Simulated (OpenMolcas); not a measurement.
Nb3+: ligand-field states by method

Nb3+ with 4 ligands (chloride) in tetrahedral coordination (Td) at 2.35 Å. A charge of +0.25 e stands 2.6 Å behind each ligand. Ligand basis ANO-RCC-VDZP.

- Program: OpenMolcas
- Basis: ANO-RCC-VTZP [7s6p4d2f1g]
- Scalar Hamiltonian: DKH2, point nucleus
- Active space: 2 electrons in 5 orbitals (4d)
- State averaging: 2S+1 = 3 even, 10 roots; 2S+1 = 1 even, 15 roots
- Spin-orbit coupling: state interaction with AMFI integrals over the reference wave functions

I. CASSCF
II. SS-CASPT2, IPEA 0.25 Eh, imaginary shift 0.1 Eh (closed shells correlated: 4s 4p and the ligand valence shells)

Spin-free states (labels of Td) in cm-1, each column counted from its own energy of the first state listed:

| State | Degeneracy | I | II |
| --- | --- | --- | --- |
| 3A2 | 1 | 0 | 0 |
| 3T2 | 3 | 7971 | 7460 |
| 1E | 2 | 9540 | 6220 |
| 3T1 | 3 | 12440 | 11450 |
| 1A1 | 1 | 16033 | 11680 |
| 1T2 | 3 | 17091 | 13200 |
| 1T1 | 3 | 18962 | 14810 |
| 3T1 | 3 | 19488 | 17520 |
| 1E | 2 | 24020 | 21140 |
| 1T2 | 3 | 26450 | 22750 |
| 1A1 | 1 | 39987 | 31500 |

From I to II, I's first state of the same spin (3T2) moves from 7971 to 7460 cm-1, by about -510 cm-1.

From I to II, I's first state of another spin (1E) moves from 9540 to 6220 cm-1, by about -3300 cm-1.

χT at 300 K: I 0.86, II 0.85 cm3 K/mol.

Roots that are degenerate in the reference are averaged as groups; the widest CASPT2 spread within a group is 480 cm-1 (the 3-fold group of multiplicity 1 near 13200 cm-1 above the lowest state of its run, II). Shifts and gaps below about the spread of the groups concerned are not significant. Over all roots computed the reference weight is 0.71 to 0.73 in II; a low but even weight reflects the number of correlated electrons. The least metal-like active orbital is 76 % on the metal (Löwdin) and no ligand orbital is active, so the numbers are rough. Ligand-to-metal charge-transfer states are missing. With no ligand orbital active B as a rule stays too high, so bands that hang on it stand too high and its fall with covalency is understated. Without dynamic correlation the repulsion within the d shell is too large (B by tens of per cent), so at a given field states of lower spin stand too high (holds for I). With metal d orbitals alone the field can be off either way by tens of per cent (holds for I). These CASPT2 states fit no ligand-field parameters well, so their order and spin gaps are uncertain (holds for II). With one d shell and no ligand orbital active, 10Dq can be off by a tenth or more (holds for II). No measured value stands beside these numbers; the geometry is a model, was not optimised and need not be the one that this ion takes.
